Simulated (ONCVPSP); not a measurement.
# Configuration tests for Co (Z = 27) (ONCV)

cobalt (Co), optimised norm-conserving Vanderbilt (ONCV), made with ONCVPSP 4.0.1 (revPBE, fully relativistic). Core [Ne], reference 3s2 3p6 3d7.5 4s1.5. Waves: 3s+4s: rc 1.15 bohr, ncon 3, nbas 8, qcut 10.1 1/bohr, 2 projectors; 3p: rc 0.95 bohr, ncon 4, nbas 8, qcut 15.4 1/bohr, 3 projectors, debl 3.6 Ha; 3d: rc 1.30 bohr, ncon 3, nbas 8, qcut 11.4 1/bohr, 2 projectors, debl 2.5 Ha; f scattering state at 0.11 Ha: rc 1.35 bohr, ncon 3, nbas 8, qcut 8.9 1/bohr, 3 projectors, debl 3.2 Ha. Local part: polynomial inside 0.90 bohr (lpopt 5, dvloc0 0 Ha). Core correction: polynomial model core, fcfact 0.7.

Open shells are filled in proportion to 2j + 1.

Energies are relative to the spin-unpolarised reference configuration 3s2 3p6 3d7.5 4s1.5; without spin polarisation the order of configurations can differ from experiment.

```tsv
valence configuration	charge	ΔE all-electron (eV)	error AE − PS (meV)
3s2 3p6 3d7 4s1	+1	9.900	+0.4
3s2 3p6 3d7 4s0	+2	26.520	-0.4
```

(1) What are ΔE and the potential's error for 3s2 3p5 3d7 4s2?

(2) What are ΔE and the potential's error for 3s2 3p6 3d7 4s2?

Levels in the configuration 3s2 3p6 3d7 4s2:

| level | all-electron (eV) | pseudo (eV) |
| --- | --- | --- |
| 3s j=1/2 | -102.429 | -102.422 |
| 3p j=3/2 | -65.006 | -65.009 |
| 3p j=1/2 | -66.856 | -66.856 |
| 3d j=5/2 | -8.070 | -8.057 |
| 3d j=3/2 | -8.262 | -8.249 |
| 4s j=1/2 | -5.403 | -5.405 |

## Answers

(1) ΔE = 74.495 eV all-electron; the error (AE − PS) is -45 meV.

(2) ΔE = 0.966 eV all-electron; the error (AE − PS) is +3.0 meV.
